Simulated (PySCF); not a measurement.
## Field gradients at the hydrogen positions

Species: 2,5-dimethylbenzothiazole, C9H9NS.
Structure used (GFN2-xTB), in Å, numbered top down from 1:
```xyz
20
C9H9NS angstrom
C     -3.3831    0.6816   -0.1869
C     -2.0089    0.1042   -0.0286
C     -1.8663   -1.2178    0.4073
C     -0.6267   -1.7967    0.5838
C      0.4958   -1.0312    0.3201
S      2.1767   -1.4533    0.4575
C      2.5727    0.1920   -0.0856
C      3.9890    0.5999   -0.2114
N      1.5699    0.9361   -0.3354
C      0.3775    0.3031   -0.1235
C     -0.8843    0.8612   -0.2984
H     -3.3365    1.6933   -0.5802
H     -3.9782    0.0701   -0.8635
H     -3.8946    0.7061    0.7750
H     -2.7540   -1.7985    0.6121
H     -0.5297   -2.8170    0.9206
H      4.0379    1.6364   -0.5337
H      4.4980    0.4909    0.7453
H      4.5011   -0.0309   -0.9368
H     -0.9616    1.8812   -0.6408
```

Level: PBE0/pcSseg-1 (PySCF, non-relativistic); Q(2H) = 0.00286 b; rigid geometry, the same for H and D, with no vibrational averaging.

Q: What are Vzz, η and χzz (234.96 MHz × Q × Vzz) at all hydrogens?

A: 
```
atom  bonded to  bond length (Å)  Vzz (au)     η  χzz (kHz)
 H12         C1            1.086    0.3155  0.03        212
 H13         C1            1.089    0.3118  0.02        210
 H14         C1            1.090    0.3107  0.02        209
 H15         C3            1.080    0.3265  0.08        219
 H16         C4            1.079    0.3286  0.07        221
 H17         C8            1.086    0.3126  0.02        210
 H18         C8            1.089    0.3091  0.04        208
 H19         C8            1.089    0.3092  0.03        208
 H20        C11            1.079    0.3290  0.06        221
```

Q: How does χzz go with the bond length over the 9 C–H bonds?

A: A straight-line fit has a slope of -12.1 kHz for each 0.01 Å, with a correlation coefficient of -0.99, over lengths from 1.079 to 1.090 Å. The longer bonds have the smaller couplings here.

Isolated species at its GFN2-xTB geometry, gas phase. GFN2-xTB bond lengths can be off by several hundredths of an ångström, more for odd bonds, and the gradients follow them. With so small a basis the couplings can be 20 % off.
